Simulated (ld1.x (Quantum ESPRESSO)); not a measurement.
# Which change was made? (Co, TM semilocal)

ld1.x (Quantum ESPRESSO) 7.5 input, shortened:

```
&input
   title='Co', zed=27., rel=1, dft='PZ', iswitch=3,
   config='[Ar] 3d7 4s2 4p0'
 /
 &inputp
   pseudotype=1, tm=.true., lloc=0,
   nlcc=.false.
 /
3
3P  2  1   6.00   0.00  1.35  1.35  0.0
3D  3  2   7.00   0.00  1.50  1.50  0.0
3S  1  0   2.00   0.00  0.85  0.85  0.0
 &test
   configts(1)='3s2 3p6 3d7 4s2 4p0'
 /
```

Occupied shells without a wave of their own: 4s. They enter only through the test configuration that unscreens the potential.

Cutoffs, loose and tight: the cutoffs (Ry, on a coarse ladder) from which the occupation-weighted sum of valence levels, in a spherical-Bessel basis at the reference potential, stays within 10 and 1 mRy of its value at 400 Ry. They do not see the model core or the augmentation charge, which bear on the density cutoff. Test errors are all-electron minus pseudo excitation energies from the reference, over the configurations 3s2 3p6 3d7 4s1 4p0; 3s2 3p6 3d7 4s0 4p0; 3s2 3p6 3d6 4s0 4p0; 3s2 3p6 3d6 4s2 4p0; 3s1 3p6 3d7 4s2 4p0; 3s2 3p6 3d7 4s1.5 4p0; 3s2 3p6 3d6 4s2 4p1 (two spin-polarised tests are not counted in the largest error); variants that change the core or the reference have their own tests.

The base gives: outcome: generated; cutoff, loose: 200 Ry; cutoff, tight: over 300 Ry; bound ghosts: none; largest test error (meV): -492.

Q: After one change the result is: outcome: generated; cutoff, loose: 230 Ry; cutoff, tight: over 300 Ry; bound ghosts: none; largest test error (meV): -279. Which change was it?
A. wave 3s (bound): rc 0.85 bohr becomes 3s (bound): rc 0.94 bohr
B. all radii scaled by about 0.88 (s 0.74, p 1.18, d 1.32 bohr)
C. core [Ar], valence charge 9; reference 3d7 4s2 4p0; waves now 4p (bound): rc 2.55 bohr; 3d (bound): rc 1.30 bohr; 4s (bound): rc 2.05 bohr
D. reference 3s2 3p6 3d7 4s0 4p0

A: B. The others give: core [Ar], valence charge 9; reference 3d7 4s2 4p0; waves now 4p (bound): rc 2.55 bohr; 3d (bound): rc 1.30 bohr; 4s (bound): rc 2.05 bohr → outcome: generated; cutoff, loose: 140 Ry; cutoff, tight: 230 Ry; bound ghosts: none; largest test error (meV): -398 | wave 3s (bound): rc 0.85 bohr becomes 3s (bound): rc 0.94 bohr → outcome: generated, misses its reference levels by 0.16 eV; cutoff, loose: 180 Ry; cutoff, tight: 300 Ry; bound ghosts: none; largest test error (meV): -877 | reference 3s2 3p6 3d7 4s0 4p0 → outcome: generated; cutoff, loose: 200 Ry; cutoff, tight: over 300 Ry; bound ghosts: none; largest test error (meV): +304.
